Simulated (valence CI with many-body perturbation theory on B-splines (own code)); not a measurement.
# Hg⁵⁷⁺ in brief

Level of theory: valence CI with perturbative core correlation (CI+MBPT): five valence electrons over a frozen Dirac-Fock core [Ar], a basis of 7 s, 7 p, 8 d, 6 f, 4 g, 1 h functions for each j, with the one-electron correlation potential Σ1 (screened to all orders), the two-electron term Σ2, the three-electron term Σ3, Breit, model QED; selected single and double excitations, second order for the rest, scaled by the run's own slope (own B-spline code, finite nucleus).

No measured spectrum was set against this ion. As an estimate, large intervals hold to a few tenths of a per cent, small ones and those within an open d or f shell to about a per cent. Among the levels kept, up to 500 cm⁻¹ of a level comes from second order outside the variational space, and about a tenth of that is noise between levels of different J, which matters for small intervals. The list stops below the first excitations out of the core. Only levels of the ground parity were solved; by the run's estimate the other parity begins above the list, which can be wrong where configurations are misplaced.

Levels are named by their leading jj configuration (3d3/2^4 stands for four electrons in 3d with j = 3/2), which in mixed levels can hold well under half, so a name can repeat and another be missing.

Rates and lifetimes use the calculated energies. Strong lines usually hold to 10 to 20 %, long lifetimes can be off by a factor of two.

(1) What is the ground level?

(2) What is the ionisation energy?

(3) How well does LS coupling describe the low levels?

Answers

(1) (3d3/2^4 3d5/2) J=5/2, composition 27 % 3d5 2D + 24 % 3d5 4P + 19 % 3d5 2F, g = 1.250.

(2) 5780.3 eV; NIST lists 5780 ± 6 eV (theoretical).

(3) Among the lowest 20 levels the leading LS term, summed over configurations, holds 49 % on average. For single configurations the figures are 49 % in LS and 98 % in jj coupling. Terms mix most in the J = 5/2 level at 0 cm⁻¹, where the leading one holds 27 %.
